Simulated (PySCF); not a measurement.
Species: C₅H₄N₂.
SMILES: `c1cc(c[nH]1)C#N`

Computed with PBE/def2-SVP geometry optimisation, gas phase (PySCF).

Take the most abundant isotopes and a rigid rotor. 

(1) What are A, B and C (MHz)?

(2) Classify the top.

(3) What does the inertial defect say?

(4) Give the coordinates in the principal-axis frame, origin at the centre of mass.

(5) List the rotational levels J(Ka,Kc) to J = 2 (K).

(6) Which lines would a microwave search look for?

(7) Estimate the classical rotational partition function at 25 K, 100 K and 500 K.

Results:

(1) Ia = 56.71, Ib = 264.55, Ic = 321.26 u·Å²; 505379 MHz·u·Å²/I gives A = 8912, B = 1910, C = 1573 MHz.

(2) A near-prolate asymmetric top; Ray's κ = -0.908.

(3) Planar: Δ = Ic − Ia − Ib = 0.00 u·Å². For a rigid frame Δ = −2 Σ m c², so it vanishes when all atoms lie in the ab plane; here none is more than 0.01 Å from it.

(4) The sense of each axis is arbitrary; atoms in the order of the calculation.
```json
{"atom": "N1", "mass (u)": "14.003", "a (Å)": "2.920", "b (Å)": "-0.008", "c (Å)": "-0.001"}
{"atom": "C2", "mass (u)": "12.000", "a (Å)": "1.745", "b (Å)": "-0.004", "c (Å)": "0.000"}
{"atom": "C3", "mass (u)": "12.000", "a (Å)": "0.322", "b (Å)": "0.014", "c (Å)": "0.001"}
{"atom": "C4", "mass (u)": "12.000", "a (Å)": "-0.530", "b (Å)": "1.173", "c (Å)": "0.000"}
{"atom": "C5", "mass (u)": "12.000", "a (Å)": "-1.837", "b (Å)": "0.714", "c (Å)": "0.000"}
{"atom": "N6", "mass (u)": "14.003", "a (Å)": "-1.802", "b (Å)": "-0.665", "c (Å)": "0.000"}
{"atom": "C7", "mass (u)": "12.000", "a (Å)": "-0.511", "b (Å)": "-1.114", "c (Å)": "0.000"}
{"atom": "H8", "mass (u)": "1.008", "a (Å)": "-0.201", "b (Å)": "2.217", "c (Å)": "0.000"}
{"atom": "H9", "mass (u)": "1.008", "a (Å)": "-2.787", "b (Å)": "1.260", "c (Å)": "-0.001"}
{"atom": "H10", "mass (u)": "1.008", "a (Å)": "-2.624", "b (Å)": "-1.269", "c (Å)": "-0.001"}
{"atom": "H11", "mass (u)": "1.008", "a (Å)": "-0.259", "b (Å)": "-2.179", "c (Å)": "0.000"}
```

(5) Above 0(0,0), as E/k:
J = 1: 1(0,1) 0.167, 1(1,1) 0.503, 1(1,0) 0.519
J = 2: 2(0,2) 0.501, 2(1,2) 0.821, 2(1,1) 0.870, 2(2,1) 1.878, 2(2,0) 1.879

(6) The dipole components are |μa| = 6.21 D, |μb| = 1.21 D, |μc| = 0.00 D; the mirror of this Cs structure is the ab plane, so μc vanishes by symmetry and there are no c-type lines. Intensities carry the squares of the components, which stand as 1.00 : 0.04 (a : b). Some lines, for components of 0.1 D or more:

```csv
type,branch,"J(Ka,Kc)",MHz,lower level (cm⁻¹)
a,Q,"1(1,0) ← 1(1,1)",337,0.350
a,Q,"2(1,1) ← 2(1,2)",1012,0.571
a,R,"1(0,1) ← 0(0,0)",3484,0.000
a,R,"2(1,2) ← 1(1,1)",6630,0.350
a,R,"2(0,2) ← 1(0,1)",6955,0.116
a,R,"2(1,1) ← 1(1,0)",7304,0.361
b,Q,"1(1,0) ← 1(0,1)",7338,0.116
b,Q,"2(1,1) ← 2(0,2)",7688,0.348
b,R,"1(1,1) ← 0(0,0)",10485,0.000
b,R,"2(1,2) ← 1(0,1)",13631,0.116
b,Q,"2(2,0) ← 2(1,1)",21015,0.605
b,Q,"2(2,1) ← 2(1,2)",22015,0.571
b,R,"2(2,1) ← 1(1,0)",28308,0.361
b,R,"2(2,0) ← 1(1,1)",28657,0.350
```

(7) Point group Cs, symmetry number σ = 1; q = (√π/σ)·√((kT/h)³/(ABC)), k/h = 20836.6 MHz/K: 4070 at 25 K, 32600 at 100 K, 364000 at 500 K.

No frequency check. No vibrational averaging or centrifugal distortion is included, and the geometry carries the error of its method. Quadrupole hyperfine structure (14N) is left out.
